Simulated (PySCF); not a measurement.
# SMILES N#CC#CC1=C[Se]C[C@@H]1F, C7H4FNSe

Cartesian coordinates in Å; atom numbers follow the order of the lines, from 1:
```xyz
14

N     4.9435   -1.2770    0.1180
C     3.8526   -0.9119    0.1500
C     2.5659   -0.4828    0.1779
C     1.4191   -0.0820    0.2051
C     0.0887    0.3302    0.2018
C    -0.3530    1.4857    0.7355
Se   -2.1786    1.8102    0.5799
C    -2.2793    0.1714   -0.5248
C    -0.9713   -0.5924   -0.3596
F    -1.1608   -1.6404    0.5268
H     0.2785    2.2106    1.2220
H    -3.1213   -0.4371   -0.1964
H    -2.4318    0.4779   -1.5598
H    -0.6529   -1.0628   -1.2985
```

Computed, not measured: GIAO KT3/pcSseg-1 magnetisability, rotational g tensor and spin-rotation constants, non-relativistic, gas phase in PySCF 2.14.0. Geometry: GFN2-xTB.

The calculation is non-relativistic, which matters for the atoms heavier than Zn.

Problem. Give the nuclear spin-rotation constants along the inertial axes (H = +C I·J) beside the isotropic shieldings.

Solution. Rotational constants 2.4784, 0.3953, 0.3514 GHz. A star marks the isotopologue with that one atom substituted, in its own axes.
```
atom  isotope  Caa (kHz)  Cbb (kHz)  Ccc (kHz)  mean (kHz)  σ (ppm)
  N1      14N      0.079      0.086      0.078       0.081    -29.4
 F10      19F      1.925      0.302      0.407       0.878    316.0
 H11       1H     -0.199      0.032     -0.036      -0.068     24.2
 H12       1H     -0.146     -0.009     -0.031      -0.062     28.2
 H13       1H     -0.228     -0.043      0.012      -0.086     28.0
 H14       1H     -0.143     -0.021     -0.003      -0.056     25.7
  C2     13C*      0.026      0.155      0.139       0.107     85.2
  C3     13C*      0.299      0.099      0.100       0.166    118.6
  C4     13C*      0.011      0.136      0.119       0.089    111.9
  C5     13C*      0.821      0.129      0.070       0.340     74.7
  C6     13C*      1.040      0.169      0.071       0.427     32.5
 Se7    77Se*      4.420      0.775      0.764       1.986   1324.6
  C8     13C*      0.382      0.073      0.075       0.177    140.2
  C9     13C*      0.690      0.106      0.093       0.296     82.8
```
For the geometry as given, no vibrational averaging.
